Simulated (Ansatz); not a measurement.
Basis-set extrapolation for C₇H₁₇P (`CC(C)P(C)C(C)C`) (PBE0-D4/def2-TZVP geometry, frozen core, Ansatz 0.2.0). Multiplicity 1, RHF reference.

|  | def2-TZVPP | def2-QZVPP |
| --- | --- | --- |
| HF | -615.824906 | -615.847868 |
| MP2 correlation | -1.406470 | -1.495354 |
| CCSD(T) correlation | -1.559934 | not run |

Energies in hartree. Use E(X) = E(∞) + A·exp(−7.88·√X) for Hartree–Fock and E(X) = E(∞) + B·X^(−2.97) for correlation, with X = 3 and 4, and add CCSD(T) minus MP2 of the smaller set to the MP2 limit.

Question: What is the CCSD(T) energy at the basis-set limit?

Answer: HF limit: -615.847868 + (-0.022962) × 0.13774 = -615.85103. MP2 limit: -1.495354 + (-0.088884) × 0.74074 = -1.56119. Higher-order term: -1.559934 − (-1.406470) = -0.15346. Total: -617.56568 hartree, 4.92 eV below CCSD(T)/def2-TZVPP.
